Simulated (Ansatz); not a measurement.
Geometry optimisation, RKS B3LYP-D4/def2-SVP (Ansatz 0.2.0).

input.yaml

```yaml
crystal:
  periodic: [false, false, false]
  atoms:
    - { symbol: Ge, position_ang: [-0.177426, -0.166448, -0.069563] }
    - { symbol: H, position_ang: [-0.198635, -0.15453, 1.476995] }
    - { symbol: Cl, position_ang: [1.920589, -0.309359, -0.7056] }
    - { symbol: H, position_ang: [-0.826534, 1.052812, -0.721493] }
    - { symbol: H, position_ang: [-0.795484, -1.476427, -0.594722] }
    - { symbol: O, position_ang: [1.221339, 1.98068, 1.443772] }
    - { symbol: H, position_ang: [2.007947, 1.661807, 0.978125] }
    - { symbol: H, position_ang: [0.979004, 1.200266, 1.991285] }
basis:
  gaussian: { orbitals: def2-SVP }
hamiltonian:
  xc: b3lyp
  dispersion: d4
relax:
  f_tol: 0.03
  max_steps: 50
output:
  orbitals: {}
```

Command:

```bash
$ ansatz run input.yaml --threads 2 --pin off --max-ram 3072MiB --backend cpu --events-out ev --progress --plain --runs-dir out
```

Problem. Where does it end, and by what steps?

Solution. It converged. The force dipped under the threshold on the way, but the program's further checks kept it going. After 10 steps the energy has fallen by 0.128 eV; H8 moved furthest, 0.67 Å.

```json
{"step": "0", "energy less start (eV)": "0.0000", "largest force component (eV/Å)": "0.793", "accepted": "yes"}
{"step": "1", "energy less start (eV)": "-0.0675", "largest force component (eV/Å)": "0.508", "accepted": "yes"}
{"step": "2", "energy less start (eV)": "-0.0661", "largest force component (eV/Å)": "1.245", "accepted": "no"}
{"step": "3", "energy less start (eV)": "-0.0796", "largest force component (eV/Å)": "0.577", "accepted": "yes"}
{"step": "4", "energy less start (eV)": "-0.1037", "largest force component (eV/Å)": "0.309", "accepted": "yes"}
{"step": "5", "energy less start (eV)": "-0.1178", "largest force component (eV/Å)": "0.188", "accepted": "yes"}
{"step": "6", "energy less start (eV)": "-0.1161", "largest force component (eV/Å)": "0.199", "accepted": "no"}
{"step": "7", "energy less start (eV)": "-0.1233", "largest force component (eV/Å)": "0.095", "accepted": "yes"}
{"step": "8", "energy less start (eV)": "-0.1273", "largest force component (eV/Å)": "0.027", "accepted": "yes"}
{"step": "9", "energy less start (eV)": "-0.1275", "largest force component (eV/Å)": "0.112", "accepted": "yes"}
{"step": "10", "energy less start (eV)": "-0.1278", "largest force component (eV/Å)": "0.006", "accepted": "yes"}
```

```xyz
8
Properties=species:S:1:pos:R:3
Ge -0.241 -0.285 -0.093
H -0.434 -0.503 1.412
Cl 1.918 -0.398 -0.518
H -0.751 1.067 -0.600
H -0.853 -1.453 -0.890
O 1.202 2.053 1.427
H 1.853 1.694 0.803
H 1.437 1.615 2.257
```

Whether the end is a true minimum wasn't checked by a vibrational analysis.

The run took 23 s on 2 threads of Arm Neoverse V2 (shared host), peak memory 0.18 GiB.
